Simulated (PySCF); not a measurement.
Fractional electron number in Mn (manganese, neutral)

The 4s beta orbital of [Ar] 3d5 4s2 is emptied in steps (occupation f), with all orbitals relaxed, ending at [Ar] 3d5 4s1. All numbers are calculated (PySCF 2.14, no relativity, point nucleus, in aug-pcseg-2 (7s5p4d3f2g, 81 functions)). The exact energy is a straight line in f; departures are measured from the line between the end points of the same method.

```csv
f,BHandHLYP (eV)
1,0.000
0.75,-0.294
0.5,-0.401
0.25,-0.309
0,0.000
```

Q: For BHandHLYP, how does the orbital energy at f = 1 compare with the removal energy?

A: −ε = 5.745 eV against a total-energy difference of 7.279 eV. By Janak's theorem ε = ∂E/∂f, so the gap between them reflects the curvature. Along the path −ε is 6.470 (f = 0.75), 7.237 (f = 0.5), 8.067 (f = 0.25) eV.

Reference removal energy between the ground levels: 7.434 eV (measured; NIST Atomic Spectra Database, ionization energies).
